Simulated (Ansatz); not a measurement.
`C[CH](F)[GaH][NH2]` and `CC(F)[BH][AlH2]` differ in one atom or group.

Ansatz, PBE0-D4/def2-TZVP geometries, multiplicity 1. Each molecule was computed in one conformer, which needn't be the lowest.

Scalar relativity is left out up to krypton.

```json
{"property": "LUMO energy (PBE/def2-TZVPP) / eV", "`C[CH](F)[GaH][NH2]`": "-1.35"}
{"property": "LUMO energy (ωB97M-V/def2-TZVPP) / eV", "`C[CH](F)[GaH][NH2]`": "1.07"}
{"property": "size of the dipole moment (ωB97M-V/def2-TZVPP) / D", "`C[CH](F)[GaH][NH2]`": "1.05"}
{"property": "HOMO–LUMO gap (PBE0/def2-TZVPP) / eV", "`C[CH](F)[GaH][NH2]`": "6.75"}
{"property": "size of the dipole moment (PBE/def2-TZVPP) / D", "`C[CH](F)[GaH][NH2]`": "0.78"}
{"property": "HOMO energy (B3LYP/def2-TZVPP) / eV", "`C[CH](F)[GaH][NH2]`": "-7.11"}
```

What does the change do to each property? (Estimate.)

Ansatz gave: 
```tsv
property	`CC(F)[BH][AlH2]`	shift
LUMO energy (PBE/def2-TZVPP) / eV	-3.06	-1.71
LUMO energy (ωB97M-V/def2-TZVPP) / eV	-0.12	-1.19
size of the dipole moment (ωB97M-V/def2-TZVPP) / D	3.67	2.62
HOMO–LUMO gap (PBE0/def2-TZVPP) / eV	4.77	-1.98
size of the dipole moment (PBE/def2-TZVPP) / D	3.48	2.70
HOMO energy (B3LYP/def2-TZVPP) / eV	-6.68	0.43
```

With PBE0 the HOMO rises by 0.47 eV and the LUMO falls by 1.51 eV, so the gap narrows by about 1.98 eV. PBE moves the HOMO by 0.30 eV and ωB97M-V by 0.66 eV. Dipoles are sizes alone; their direction can turn.

B3LYP here is the variant with VWN-RPA as its local correlation; programs differ in this.
